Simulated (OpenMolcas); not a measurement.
# Pd2+: moving or changing the point charges

Pd2+ among 6 point charges of -1.7 e arranged as an octahedron (Oh), 2.16 Å from the ion.
```
   2.1600    0.0000    0.0000  -1.70
   0.0000    2.1600    0.0000  -1.70
  -2.1600    0.0000    0.0000  -1.70
   0.0000   -2.1600    0.0000  -1.70
   0.0000    0.0000    2.1600  -1.70
   0.0000    0.0000   -2.1600  -1.70
```

- Program: OpenMolcas
- Method: CASSCF
- Basis: ANO-RCC-VDZP [6s5p3d1f]
- Scalar Hamiltonian: DKH2, point nucleus
- Active space: 8 electrons in 5 orbitals (4d)
- State averaging: 2S+1 = 3 even, 10 roots; 2S+1 = 1 even, 15 roots
- Spin-orbit coupling: state interaction with AMFI integrals over the reference wave functions

Runs around this geometry, states (labels of O, the rotations of Oh). Energies in cm-1 above the lowest state or level, χT in cm3 K/mol; 10Dq and B are least-squares fits to the states below 45000 cm-1, weighted by degeneracy, with a free offset, and given where the rms deviation is under 5 % of |10Dq| (or 100 cm-1) and under 700 cm-1.

```csv
R (Å),q (e),Ground state,First state of that spin,10Dq,B (rms of fit),First gap with spin-orbit (degeneracies),χT at 300 K,First state of another spin
2.16,-0.85,3A2,3T2 3112,2978,932 (65),"2515 (3, 2)",2.512,1E 13831
1.95,-1.7,3A2,3T2 9538,,,"8672 (3, 2)",1.689,1E 15007
2.16,-1.7,3A2,3T2 6169,5862,932 (143),"5423 (3, 2)",1.994,1E 14586
2.31,-1.7,3A2,3T2 4598,4372,932 (108),"3911 (3, 2)",2.221,1E 14282
```

Taking the first state of the same spin as R^-n, n = -ln(4598 / 9538) / ln(2.31 / 1.95) = 4.3 between the shortest and longest distance.

Scaling the charges by -0.85 / -1.7 = 0.50 scales |10Dq| by 2978 / 5862 = 0.51; with fixed orbitals a first-order splitting would follow the charge.

Without dynamic correlation the repulsion within the d shell is too large (B by tens of per cent), so at a given field states of lower spin stand too high. Real 4d8 and 5d8 ions are as a rule square planar and diamagnetic. This is an electrostatic model: the charges have no orbitals. No measured value stands beside these numbers.
